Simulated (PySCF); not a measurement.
**Tellurium: highly charged ions in a basis for the neutral atom**

Te²²⁺ [Ar] 3d10 4s2, Te²³⁺ [Ar] 3d10 4s1. Computed with PySCF 2.14 in def2-TZVP with the def2 core potential (28 electrons), with a scalar-relativistic core potential. No spin-orbit coupling, so a gap to NIST mixes the basis error with missing relativistic terms.

Changed run: basis of the neutral atom used for a highly charged ion. This setting is unsound on purpose.

```tsv
species	method	sound run (hartree)	changed run (hartree)	converged
Te²²⁺	UHF	not run	-53.14193	yes
Te²²⁺	PBE	not run	-53.28439	yes
Te²²⁺	B3LYP	not run	-53.26506	yes
Te²³⁺	UHF	not run	-27.21956	yes
Te²³⁺	PBE	not run	-27.27307	yes
Te²³⁺	B3LYP	not run	-27.27000	yes
```

Ionisation energy of Te²²⁺:

```
method  changed run (eV)  NIST (eV)
   UHF            705.38    709 ± 4
   PBE            707.80    709 ± 4
 B3LYP            707.36    709 ± 4
```

The contracted functions were made for the neutral atom and can be too rigid for a highly charged ion.
